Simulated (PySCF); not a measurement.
Phosphorus: a sound run and one with changed settings

Sound run: P+ [Ne] 3s2 3p2, P(2+) [Ne] 3s2 3p1. All numbers are calculated (PySCF 2.14, no relativity, point nucleus, in cc-pV(D+d)Z). In the sound run the correlated levels freeze [Ne]. The sound run starts from symmetry-adapted Hartree-Fock orbitals and uses a fine grid where one is needed.

Changed run: the spin-free X2C one-electron Hamiltonian (Gaussian nucleus). This setting is unsound on purpose.

| species | method | sound run (hartree) | changed run (hartree) | converged |
| --- | --- | --- | --- | --- |
| P+ | UHF | -340.34417 | -341.07395 | yes |
| P+ | PBE | -340.71394 | -341.44314 | yes |
| P+ | B3LYP | -340.89538 | -341.62470 | yes |
| P+ | MP2 | -340.39448 | -341.12426 | yes |
| P+ | CCSD(T) | -340.41703 | -341.14673 | yes |
| P(2+) | UHF | -339.63941 | -340.36933 | yes |
| P(2+) | PBE | -339.98599 | -340.71538 | yes |
| P(2+) | B3LYP | -340.16876 | -340.89826 | yes |
| P(2+) | MP2 | -339.67829 | -340.40819 | yes |
| P(2+) | CCSD(T) | -339.69941 | -340.42921 | yes |

Ionisation energy of P+:

```
 method  sound run (eV)  changed run (eV)
    UHF          19.178            19.174
    PBE          19.808            19.803
  B3LYP          19.772            19.767
    MP2          19.489            19.485
SCS-MP2          19.411            19.407
   CCSD          19.518            19.515
CCSD(T)          19.528            19.525
```

Most of the change in total energy is the relativistic energy itself. On top of that the contraction fixes the core shape for the Hamiltonian it was made with, so the changed run is not a good calculation with the other Hamiltonian either.

For comparison, NIST gives 19.769 eV between the lowest levels.
